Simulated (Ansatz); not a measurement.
`F[SiH]([SiH3])Cl` + `CC` → `CC[SiH](F)[SiH3]` + HCl  (formal exchange of groups at the Si–Cl bond)

Gas-phase electronic energies from Ansatz, PBE0-D4/def2-TZVP geometries. CCSD(T)/CBS adds triple-zeta CCSD(T) − MP2 to the extrapolated MP2 energy (def2 sets, frozen cores). This one scheme is used for every species. Functionals use def2-TZVPP. B3LYP here is the variant with VWN-RPA as its local correlation; programs differ in this. HSE06 is defined as in plane-wave codes. Each species was taken in one conformer, which may not be the lowest.

```
             level  ΔE (kJ/mol)  difference from CCSD(T)/CBS
       LDA (SPW92)         99.9                         -6.6
            PBE-D4        104.2                         -2.3
         revPBE-D4        102.5                         -4.0
           BLYP-D4        107.0                          0.5
         r2SCAN-D4        110.1                          3.6
          B3LYP-D4        108.7                          2.2
        r2SCANh-D4        110.2                          3.7
        r2SCAN0-D4        110.4                          3.9
          HSE06-D4        106.2                         -0.3
          BHLYP-D4        112.5                          6.0
      CAM-B3LYP-D4        108.1                          1.6
           ωB97X-V        107.5                          1.0
           ωB97M-V        107.7                          1.2
            B2PLYP        112.0                          5.5
          PBE-QIDH        109.1                          2.6
               PBE        107.7                          1.2
            revPBE        110.1                          3.6
              BLYP        113.4                          6.9
            r2SCAN        111.4                          4.9
             B3LYP        113.7                          7.2
           r2SCANh        111.6                          5.1
           r2SCAN0        111.9                          5.4
             HSE06        109.2                          2.7
             BHLYP        115.9                          9.4
         CAM-B3LYP        111.3                          4.8
           LC-ωPBE        106.6                          0.1
RPA@PBE/def2-TZVPP         99.7                         -6.8
       HF/def2-SVP        115.3                          8.8
      MP2/def2-SVP        103.5                         -3.0
     CCSD/def2-SVP        102.1                         -4.4
  CCSD(T)/def2-SVP        100.6                         -5.9
    MP2/def2-TZVPP        107.6                          1.1
SCS-MP2/def2-TZVPP        108.7                          2.2
   CCSD/def2-TZVPP        104.5                         -2.0
CCSD(T)/def2-TZVPP        103.1                         -3.4
     HF/def2-QZVPP        122.0                         15.5
    MP2/def2-QZVPP        109.7                          3.2
SCS-MP2/def2-QZVPP        110.8                          4.3
     MP2/CBS(def2)        111.0                          4.5
    CCSD/CBS(def2)        108.0                          1.5
       CCSD(T)/CBS        106.5                            0
```

Largest T1 diagnostic among the species: 0.012.

Leaving LDA and LC-ωPBE aside and taking each functional with its dispersion term where it has one, the values spread over 10.0 kJ/mol, from revPBE-D4 to BHLYP-D4. LDA lies −7.7 kJ/mol from PBE without D4. The D4 term adds −5.0 kJ/mol with B3LYP and −3.2 kJ/mol with PBE0; it sums over pairs of atoms, weighted by their polarisabilities, and B3LYP, whose exchange is more repulsive, gets the larger term. In def2-TZVPP, CCSD(T) changes the Hartree–Fock value by −18.4 kJ/mol (the triples alone add −1.4 kJ/mol) and MP2 by −13.9 kJ/mol.
